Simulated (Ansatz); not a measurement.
Start from `C[SiH]([SiH3])[SeH]` and change one atom or group to get `C[SiH](F)[SiH3]`.

Ansatz, PBE0-D4/def2-TZVP geometries, multiplicity 1. Each molecule was computed in one conformer, which needn't be the lowest.

Scalar relativity is left out up to krypton. Spin–orbit coupling is left out; it splits and shifts lone-pair levels of the heavy atoms by tenths of an eV.

```tsv
property	`C[SiH]([SiH3])[SeH]`
HOMO energy (PBE/def2-TZVPP) / eV	-5.72
LUMO energy (ωB97M-V/def2-TZVPP) / eV	1.35
LUMO energy (PBE/def2-TZVPP) / eV	-1.21
HOMO–LUMO gap (PBE0/def2-TZVPP) / eV	6.44
size of the dipole moment (PBE/def2-TZVPP) / D	1.04
HOMO energy (ωB97M-V/def2-TZVPP) / eV	-8.94
```

What does the change do to each property? (Estimate.)

Ansatz gave: 
| property | `C[SiH](F)[SiH3]` | shift |
| --- | --- | --- |
| HOMO energy (PBE/def2-TZVPP) / eV | -6.89 | -1.17 |
| LUMO energy (ωB97M-V/def2-TZVPP) / eV | 1.56 | 0.21 |
| LUMO energy (PBE/def2-TZVPP) / eV | -1.09 | 0.12 |
| HOMO–LUMO gap (PBE0/def2-TZVPP) / eV | 7.86 | 1.42 |
| size of the dipole moment (PBE/def2-TZVPP) / D | 1.56 | 0.52 |
| HOMO energy (ωB97M-V/def2-TZVPP) / eV | -10.13 | -1.19 |

With PBE0 the HOMO falls by 1.24 eV and the LUMO rises by 0.17 eV, so the gap widens by about 1.41 eV. PBE moves the HOMO by -1.17 eV and ωB97M-V by -1.19 eV. Dipoles are sizes alone; their direction can turn.
